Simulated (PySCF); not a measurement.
Z-matrix (Å, degrees):
```
Hf
N 1 2.0378
H 2 1.0191 1 130.38
H 2 1.0221 3 107.39 1 177.81
N 1 2.0378 2 112.17 3 0.57
H 5 1.0190 1 130.45 2 -126.69
H 5 1.0220 6 107.38 1 177.89
N 1 2.0380 2 112.16 3 -126.78
H 8 1.0191 1 130.30 2 0.81
H 8 1.0220 9 107.37 1 178.23
H 1 1.8796 2 106.61 3 116.92
```
Charge 0, spin multiplicity 1.

**Question.** What LUMO, HOMO, charge on the central atom (Mulliken), HOMO–LUMO gap and dipole moment does TPSSh-D3(BJ)/def2-TZVP // r2SCAN-D4/def2-SVP (PySCF 2.14.0) give?

**Answer.** 
The LUMO is -0.25 eV. The HOMO is -6.38 eV and the charge on the central atom (Mulliken) is 1.24 e. The HOMO–LUMO gap is 6.14 eV. The dipole moment is 2.25 D.
